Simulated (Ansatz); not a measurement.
SbAs, closed-shell singlet (lowest of 2S+1 = 1, 3, 5 at CCSD(T)/def2-TZVPP on PBE0 minima; our sources give no spin for the ground state, which may be another), most abundant isotopes (74.9216 and 120.9038 u). Constants from fifth-degree fits in 1/R to seven points on the lowest solution found; no spin–orbit coupling, no relativity up to Kr; ω_e x_e and α_e move by some per cent with the fit.

Correlated levels freeze the inner cores; with def2 sets outer-core shells near the valence are correlated too. CBS(a, b) extrapolates the correlation energy as X⁻³ and adds the Hartree–Fock energy of set b.

Run with Ansatz (Gaussian orbitals).  In def2 rows elements past Kr take small-core potentials, without spin–orbit coupling.

```csv
level,r_e (Å),ω_e (cm⁻¹),ω_e x_e (cm⁻¹),α_e (cm⁻¹)
PBE/def2-TZVPP,2.3123,350.4,0.619,0.000167
"CCSD(T)/CBS(def2-TZVPP, def2-QZVPP)",2.2912,355.8,0.703,0.000181
```

Q: Derive the rotational constants, the centrifugal constant, the fundamental, the zero-point energy and the force constant.

A: 
μ = 46.25705 u.
- PBE/def2-TZVPP: B_e = 16.8576/(μ r_e²) = 0.068157 cm⁻¹; B₀ = B_e − α_e/2 = 0.068074 cm⁻¹; D = 4B_e³/ω_e² = 1.03e-08 cm⁻¹; fundamental ω_e − 2ω_e x_e = 349 cm⁻¹; zero-point energy ω_e/2 − ω_e x_e/4 = 175 cm⁻¹; k = μ(2πcω_e)² = 335 N/m; the line J = 1 ← 0 at 2B₀ = 4.082 GHz
- CCSD(T)/CBS(def2-TZVPP, def2-QZVPP): B_e = 16.8576/(μ r_e²) = 0.069421 cm⁻¹; B₀ = B_e − α_e/2 = 0.069331 cm⁻¹; D = 4B_e³/ω_e² = 1.06e-08 cm⁻¹; fundamental ω_e − 2ω_e x_e = 354 cm⁻¹; zero-point energy ω_e/2 − ω_e x_e/4 = 178 cm⁻¹; k = μ(2πcω_e)² = 345 N/m; the line J = 1 ← 0 at 2B₀ = 4.157 GHz

Doubts at one or more of the structures used: a restricted determinant that unrestricted orbitals would lower (CCSD(T)/CBS(def2-TZVPP, def2-QZVPP)).

Ansatz is a first-principles code.
